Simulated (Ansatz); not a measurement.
C$_{2}$H$_{7}$S, charge +1, singlet, at a GFN2-xTB geometry; Ansatz (an electronic-structure program) with HF/6-31G.

The Ansatz input:
Ansatz 0.2 input:
```yaml
crystal:
  periodic: [false, false, false]
  atoms:
    - {symbol: C, position_ang: [-0.11110787, 1.39730467, -0.53138148]}
    - {symbol: S, position_ang: [0.19691423, 0.00535497, 0.59144365]}
    - {symbol: C, position_ang: [-0.09779125, -1.40608199, -0.51043303]}
    - {symbol: H, position_ang: [-0.14836913, 2.30887968, 0.05988448]}
    - {symbol: H, position_ang: [0.72614240, 1.46099414, -1.22229824]}
    - {symbol: H, position_ang: [-1.04014948, 1.26328669, -1.07668782]}
    - {symbol: H, position_ang: [-0.12643319, -2.30903220, 0.09439206]}
    - {symbol: H, position_ang: [-1.02802536, -1.28905959, -1.05761529]}
    - {symbol: H, position_ang: [0.74007530, -1.47213292, -1.20038030]}
    - {symbol: H, position_ang: [-1.02047342, 0.00404859, 1.19049374]}
basis:
  gaussian:
    orbitals: 6-31G
hamiltonian:
  xc: hf
total_charge: 1
```

What does Ansatz print? Leave out banner, timings and long lists.


```
Functional definition: HF
618 factors; integrals over basis functions are off by at most 2.5e-4 eV
mean field evaluation 1: about -12976.9793 eV, gradient 2.6e1 eV
mean field evaluation 2: about -12976.9736 eV, gradient 2.6e1 eV
mean field evaluation 4: about -12978.8326 eV, gradient 1.7e0 eV
mean field evaluation 8: about -12978.8454 eV, gradient 1.1e-2 eV
mean field -12978.84542688 eV, -476.9637720606 hartree, gradient 1.7e-5 eV, S^2 0.000000; 0 other end points of the search recorded, 0 dependent functions left out
reference -12978.84542688 eV, -476.9637720606 hartree; 17, 17 occupied and 28, 28 virtual orbitals, 618 factors
Total energy: -12978.84542688 eV, -476.9637720606 hartree
```
